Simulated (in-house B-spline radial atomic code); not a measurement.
Successive ionisation energies of selenium; each step leads to the configuration of the next row (after the last: [Ar] 3d3/2(4)). Dirac energy differences include first-order Breit, QED and recoil terms. NIST's values go from ground level to ground level; the uncertainty of those that are theory runs from under 0.1 % in few-electron ions to several per cent in heavy many-electron ones. Computed with a B-spline radial code for spherical atoms: Dirac-Hartree-Fock, jj configuration that fills j = l - 1/2 first, finite nuclei.

A number in brackets counts the electrons of a j subshell.

```tsv
ion	configuration	ionisation energy (eV)	tabulated value (eV)	tabulated kind	computed minus tabulated (eV)	highest orbital	largest mean radius (bohr)
Se	[Ar] 3d10 4s2 4p1/2(2) 4p3/2(2)	9.9	9.752368	measured	0.1	4p3/2	2.3142
Se+	[Ar] 3d10 4s2 4p1/2(2) 4p3/2(1)	19.6	21.196	measured	-1.6	4p1/2	2.1411
Se2+	[Ar] 3d10 4s2 4p1/2(2)	29.9	31.697	measured	-1.7	4p1/2	1.9957
Se3+	[Ar] 3d10 4s2 4p1/2(1)	42.2	42.947	measured	-0.8	4p1/2	1.8879
Se4+	[Ar] 3d10 4s2	65.6	68.3	semi-empirical	-2.7	4s1/2	1.621
Se5+	[Ar] 3d10 4s1	80.7	81.83	measured	-1.1	4s1/2	1.5659
Se6+	[Ar] 3d10	153.2	155.327	measured	-2.1	3d5/2	0.61289
Se7+	[Ar] 3d3/2(4) 3d5/2(5)	186.2	184	tabulated theory	2.2	3d5/2	0.59186
Se8+	[Ar] 3d3/2(4) 3d5/2(4)	221.0	219	tabulated theory	2.0	3d5/2	0.57288
Se9+	[Ar] 3d3/2(4) 3d5/2(3)	257.7	255	tabulated theory	2.7	3d5/2	0.56425
Se10+	[Ar] 3d3/2(4) 3d5/2(2)	296.2	291	tabulated theory	5.2	3d5/2	0.55615
Se11+	[Ar] 3d3/2(4) 3d5/2(1)	336.3	342.9	tabulated theory	-6.6	3d5/2	0.54809
```

Task: Where is the largest jump?

Result: From Se to Se+, by a factor of 1.98 (9.8967 to 19.573 eV); the highest orbital goes from 4p3/2 to 4p1/2.

Task: How far is this level of theory from the measured and semi-empirical values?

Result: Over those 7 rows the differences run from -2.74 to +0.144 eV (mean absolute value 1.5 eV). The calculation leaves out correlation and, in open shells, the multiplet splittings that an average leaves out.
